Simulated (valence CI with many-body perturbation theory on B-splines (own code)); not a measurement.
Values are calculated unless marked as measured or tabulated.
**Level structure of Ge XI**

Level of theory: relativistic CI+MBPT: four valence electrons over a frozen Dirac-Fock core [Ar], radial functions for each j: 9 s, 9 p, 10 d, 8 f, 5 g, 3 h, 1 i, with the one-electron correlation potential Σ1 (screened to all orders), the two-electron term Σ2, the three-electron term Σ3, Breit, model QED; selected single and double excitations, second order for the rest, scaled by the run's own slope (own B-spline code, finite nucleus).

No measured spectrum was set against this ion. As an estimate, terms of the open shell hold to 2 to 4 % of their energy, and close levels can change places. Core correlation moves these levels by up to 5500 cm⁻¹, and in measured spectra 5 to 20 % of such shifts remained as error; rates that hang on mixing are uncertain with them. Only levels of the ground parity were solved; by the run's estimate the other parity begins above the list, which can be wrong where configurations are misplaced.

Levels 1 to 34 of 34, with energies above the lowest level, 3d4 5D_0. "Leading %" is the weight of the configuration and term that name the level; weights of strongly mixed levels are sums over their largest components and can fall short. In the jj column 3d3/2^4 stands for four electrons in 3d with j = 3/2.

| No. | Configuration | Term | J | E (eV) | Leading % | Second component | Leading jj |
| --- | --- | --- | --- | --- | --- | --- | --- |
| 1 | 3d4 | 5D | 0 | 0.000 | 98 |  | 3d3/2^2 3d5/2^2 (62 %) |
| 2 | 3d4 | 5D | 1 | 0.110 | 99 |  | 3d3/2^3 3d5/2 (59 %) |
| 3 | 3d4 | 5D | 2 | 0.294 | 99 |  | 3d3/2^2 3d5/2^2 (67 %) |
| 4 | 3d4 | 5D | 3 | 0.529 | 99 |  | 3d3/2^2 3d5/2^2 (48 %) |
| 5 | 3d4 | 5D | 4 | 0.797 | 99 |  | 3d3/2 3d5/2^3 (42 %) |
| 6 | 3d4 | 3P | 0 | 5.024 | 93 | 4 % 3d4 1S | 3d3/2^4 (58 %) |
| 7 | 3d4 | 3H | 4 | 5.324 | 84 | 7 % 3d4 3G | 3d3/2^3 3d5/2 (56 %) |
| 8 | 3d4 | 3H | 5 | 5.579 | 93 | 7 % 3d4 3G | 3d3/2^2 3d5/2^2 (86 %) |
| 9 | 3d4 | 3P | 1 | 5.631 | 98 |  | 3d3/2^3 3d5/2 (38 %) |
| 10 | 3d4 | 3H | 6 | 5.778 | 97 |  | 3d3/2^2 3d5/2^2 (56 %) |
| 11 | 3d4 | 3F | 3 | 5.991 | 71 | 29 % 3d4 3G | 3d3/2^2 3d5/2^2 (57 %) |
| 12 | 3d4 | 3F | 2 | 6.042 | 98 |  | 3d3/2^2 3d5/2^2 (54 %) |
| 13 | 3d4 | 3F | 4 | 6.130 | 74 | 13 % 3d4 3G | 3d3/2^2 3d5/2^2 (39 %) |
| 14 | 3d4 | 3P | 2 | 6.449 | 96 |  | 3d3/2 3d5/2^3 (41 %) |
| 15 | 3d4 | 3G | 3 | 6.787 | 71 | 29 % 3d4 3F | 3d3/2 3d5/2^3 (61 %) |
| 16 | 3d4 | 3G | 4 | 6.898 | 76 | 14 % 3d4 3F | 3d3/2^2 3d5/2^2 (71 %) |
| 17 | 3d4 | 3G | 5 | 7.077 | 93 | 7 % 3d4 3H | 3d3/2 3d5/2^3 (86 %) |
| 18 | 3d4 | 3D | 3 | 8.236 | 98 |  | 3d3/2 3d5/2^3 (46 %) |
| 19 | 3d4 | 1I | 6 | 8.304 | 97 |  | 3d3/2 3d5/2^3 (56 %) |
| 20 | 3d4 | 3D | 2 | 8.320 | 92 |  | 3d3/2^3 3d5/2 (28 %) |
| 21 | 3d4 | 3D | 1 | 8.452 | 99 |  | 3d3/2 3d5/2^3 (56 %) |
| 22 | 3d4 | 1G | 4 | 8.545 | 86 | 7 % 3d4 3F | 3d5/2^4 (43 %) |
| 23 | 3d4 | 1S | 0 | 9.289 | 95 | 5 % 3d4 3P | 3d3/2 3d5/2^3 (58 %) |
| 24 | 3d4 | 1D | 2 | 10.476 | 93 |  | 3d3/2^2 3d5/2^2 (38 %) |
| 25 | 3d4 | 1F | 3 | 11.692 | 95 |  | 3d3/2 3d5/2^3 (56 %) |
| 26 | 3d4 | 3P | 2 | 13.616 | 98 |  | 3d3/2^2 3d5/2^2 (58 %) |
| 27 | 3d4 | 3F | 4 | 13.835 | 98 |  | 3d3/2^2 3d5/2^2 (74 %) |
| 28 | 3d4 | 3F | 2 | 13.919 | 98 |  | 3d3/2^2 3d5/2^2 (56 %) |
| 29 | 3d4 | 3F | 3 | 13.985 | 96 |  | 3d3/2 3d5/2^3 (81 %) |
| 30 | 3d4 | 3P | 1 | 14.220 | 100 |  | 3d3/2 3d5/2^3 (85 %) |
| 31 | 3d4 | 3P | 0 | 14.511 | 99 |  | 3d5/2^4 (56 %) |
| 32 | 3d4 | 1G | 4 | 15.761 | 98 |  | 3d3/2 3d5/2^3 (62 %) |
| 33 | 3d4 | 1D | 2 | 20.710 | 99 |  | 3d3/2^2 3d5/2^2 (59 %) |
| 34 | 3d4 | 1S | 0 | 26.804 | 99 |  | 3d3/2^2 3d5/2^2 (66 %) |

The ionisation energy to 3d3 4F_3/2 of the next ion comes out as 286.91 eV (NIST: 286 ± 3 eV (theoretical)). All 34 levels together are meant to be complete up to 27.878 eV.
